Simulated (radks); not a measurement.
Radial electron density D(r) = 4 pi r^2 rho(r) of an atom or ion with 64 electrons. Method: scalar-relativistic Kohn-Sham, SOGGA, spin-unpolarised, spherical densities, finite nucleus; Fermi nuclear charge, rms radius of each element as measured or else 0.836 A^(1/3) + 0.57 fm; computed with a radial shooting solver on a logarithmic mesh with Libxc functionals.

r (bohr)  D(r) (e/bohr)
0.002997          24.61
0.00403           36.05
0.005461          50.81
0.007401          67.05
0.01003           81.16
0.01359           88.27
0.01842           85.80
0.02497           79.10
0.03384           81.72
0.04586           100.7
0.06216           117.6
0.08424           107.1
0.1133            89.30
0.1535            98.99
0.208             99.30
0.2819            60.14
0.3821            47.05
0.5178            54.56
0.7018            35.86
0.9512            17.75
1.289             11.29
1.747             5.770
2.349             1.679
3.183            0.2387
4.314           0.01688
5.847         0.0006360

What is the nuclear charge?

Answer. Z = 66. The innermost maximum, from 1s, lies near gamma/Z bohr with gamma = sqrt(1 - (Z/c)^2) = 0.876, here 0.0133 bohr (found: 0.0145), and its height grows with Z. The density is that of the dysprosium ion Dy2+ in [Xe] 4f10; the configuration itself is not fixed sharply by these data, and Z only to a few units. D(r) has 4 maxima, at r = 0.0145, 0.0652, 0.182, 0.498 bohr, and minima at 0.0279, 0.119, 0.353 bohr, inside which lie 1.93, 11.12, 29.41 electrons.
